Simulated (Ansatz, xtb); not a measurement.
**Relative energy of two conformers of ClH5O2SbSi+**

We compare a, `O[Si@H](Cl)[OH+][SbH2]`, a singlet, with b, `O[Si@H](Cl)[OH+][SbH2]`, a singlet. Both are isolated ions in the gas phase, relaxed with BLYP-D3(BJ)/def2-SVP.

a (Å):

| atom | x (Å) | y (Å) | z (Å) |
| --- | --- | --- | --- |
| Cl | 1.5465 | -4.6518 | -1.0271 |
| O | -0.8438 | -2.7044 | -1.6801 |
| O | 1.4631 | -1.6859 | -1.0681 |
| Sb | 3.0977 | -1.8221 | 0.4566 |
| Si | 0.7369 | -3.0166 | -1.9835 |
| H | -1.5767 | -3.0692 | -2.2129 |
| H | 0.8582 | -0.9173 | -0.9526 |
| H | 1.1876 | -2.9302 | -3.3877 |
| H | 1.9143 | -2.0575 | 1.7091 |
| H | 2.9121 | -0.0970 | 0.6025 |

b (Å):

| atom | x (Å) | y (Å) | z (Å) |
| --- | --- | --- | --- |
| Cl | -0.6108 | 0.6314 | -3.2005 |
| O | 0.3240 | 1.1685 | -0.2555 |
| O | -0.4969 | -1.2453 | -0.9503 |
| Sb | -2.5603 | -1.8259 | -1.6269 |
| Si | 0.4598 | 0.1275 | -1.5124 |
| H | 0.8799 | 1.9659 | -0.1586 |
| H | 1.8153 | -0.3706 | -1.8293 |
| H | -0.1896 | -1.6989 | -0.1335 |
| H | -2.4690 | -3.0071 | -0.3484 |
| H | -1.8541 | -2.9686 | -2.7306 |

Problem. Estimate E(b) − E(a) at the level CCSD(T)/def2-SVP + ΔMP2/def2-TZVPP.

Solution. Too close to call at this level: CCSD(T)/def2-SVP + ΔMP2/def2-TZVPP gives E(b) − E(a) = +0.45 kcal/mol.

Level by level:

| level | geometry | E(b) − E(a) (kcal/mol) | departure from the last row (kcal/mol) | job, with rough time for the two |
| --- | --- | --- | --- | --- |
| BLYP-D3(BJ)/def2-SVP | BLYP-D3(BJ)/def2-SVP | +0.44 | −0.02 | optimisation, 50 s |
| HF/def2-SVP | BLYP-D3(BJ)/def2-SVP | +0.55 | +0.10 | part of the CCSD(T) run |
| MP2/def2-SVP | BLYP-D3(BJ)/def2-SVP | +0.67 | +0.22 | part of the CCSD(T) run |
| CCSD(T)/def2-SVP | BLYP-D3(BJ)/def2-SVP | +0.60 | +0.15 | single point |
| CCSD(T)/def2-SVP + ΔMP2/def2-TZVPP | BLYP-D3(BJ)/def2-SVP | +0.45 |  | single point, 30 s |

The largest departure from CCSD(T)/def2-SVP + ΔMP2/def2-TZVPP is that of MP2/def2-SVP, 0.22 kcal/mol. Levels run at GFN2-xTB geometries aren't shown. The last row adds to CCSD(T) the change of the MP2 difference between the two basis sets, here −0.15 kcal/mol.

With harmonic frequencies from BLYP-D3(BJ)/def2-SVP (ideal gas, rigid rotor, one conformer each, 400 K, 1 atm): on the last row, ΔE + ΔZPE = +0.29 kcal/mol. A mode under 50 cm⁻¹ makes harmonic enthalpies and free energies unreliable, so none is given.

The correlated steps freeze 16 core orbitals; the filled d shell of Sb is correlated, in a basis made for valence electrons. Atoms past krypton carry core potentials in the def2 sets and no spin–orbit term is included. Codes used: Ansatz 0.2.0; the last row on 2 threads of Intel(R) Xeon(R) 6975P-C (Granite Rapids) on a shared host.
